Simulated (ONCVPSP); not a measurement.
## What one change does to a pseudopotential (Nb, ONCV)

| Item | Value |
| --- | --- |
| Element | Nb |
| Generator | ONCVPSP 4.0.1 |
| Type | optimised norm-conserving Vanderbilt (ONCV) |
| Functional | PBE |
| Relativity | scalar-relativistic |
| Frozen core | [Ar] 3d10 4s2 |
| Valence charge | 11 |
| Reference configuration | 4p6 4d4.5 5s0.5 |
| Partial waves | 5s: rc 3.25 bohr, ncon 4, nbas 9, qcut 1.6 1/bohr, 2 projectors, debl 2.8 Ha; 4p: rc 2.15 bohr, ncon 4, nbas 8, qcut 6.3 1/bohr, 1 projector; 4d: rc 2.85 bohr, ncon 4, nbas 9, qcut 5.2 1/bohr, 2 projectors, debl 2.8 Ha |
| Local potential | polynomial inside 1.80 bohr (lpopt 5, dvloc0 6 Ha) |
| Core correction | none |

All-electron outer shells of the reference configuration (PBE, scalar-relativistic, ld1.x):

```csv
shell,level (eV),outermost node (bohr),outermost maximum (bohr)
4s,-57.41,0.53,1.04
4p,-33.59,0.54,1.12
5s,-3.70,1.41,3.12
4d,-2.41,0.55,1.51
```

Change: local potential polynomial inside 1.80 bohr (lpopt 5, dvloc0 -0.5 Ha).

Cutoffs: the cutoffs (Ha) at which the residual kinetic energy of the hardest occupied pseudo-wave falls to 1 and 0.1 mHa per electron; they do not see the model core or the augmentation charge, which bear on the density cutoff. Errors are all-electron minus pseudo energies relative to the spin-unpolarised reference configuration.

How do hardness, ghosts and transferability respond?

The potential gets neither clearly harder nor softer (12 Ha and 20 Ha → 12 Ha and 20 Ha); the lowest positive-energy flag moves from s at 93.3 eV to s at 14.8 eV; of the 4 tests that both files solve, the error grows in 4 and shrinks in 0 by more than 15 % and 0.3 meV (median size 4.9 → 6.4 meV); neither file shows a bound ghost.

```csv
quantity,base,changed
"cutoff, loose",12 Ha,12 Ha
"cutoff, tight",20 Ha,20 Ha
bound ghosts,none,none
GHOST(+) flags under 300 eV,s at 93.3 eV,"s at 14.8 eV, d at 72.9 eV"
"error for 4p6 4d4 5s1, meV [ΔE -0.56 eV]",+6.2,+8.1
"error for 4p6 4d4 5s0, meV [ΔE 6.08 eV]",-3.7,+4.7
"error for 4p6 4d3 5s0, meV [ΔE 20.12 eV]",+11,+72
"error for 4p6 4d5 5s0, meV [ΔE 0.71 eV]",+2.7,+4.4
s: phases at 3.30 bohr within 0.05 rad from the reference energy up to (Ha; the scan ends near 5),n/a,n/a
p: phases at 2.18 bohr within 0.05 rad from the reference energy up to (Ha; the scan ends near 5),0.3,0.4
d: phases at 2.89 bohr within 0.05 rad from the reference energy up to (Ha; the scan ends near 5),0.8,0.3
```
